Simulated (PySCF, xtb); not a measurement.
Si(Me)(OH)3 (CH6O3Si), SMILES C[Si](O)(O)O. Other conformers were not sampled.

Harmonic wavenumbers (cm⁻¹) from GFN2-xTB (xtb) at its own minimum, in rising order: 99, 159, 160, 230, 230, 243, 288, 289, 323, 696, 810, 810, 819, 829, 829, 859, 950, 951, 1394, 1497, 1497, 3046, 3046, 3053, 3704, 3705, 3706.

Question: What does PBE-D3(BJ)/def2-SVP run with PySCF give at its own minimum? (An estimate is asked for; the answer gives what the named calculation found.)

Answer: 33, 34, 135, 237, 237, 290, 290, 306, 339, 660, 739, 739, 751, 800, 800, 887, 924, 924, 1229, 1379, 1379, 2985, 3088, 3088, 3768, 3768, 3769. Paired by order, the mean absolute difference is 53 cm⁻¹ and the zero-point energies are 48.9 and 48.0 kcal/mol.
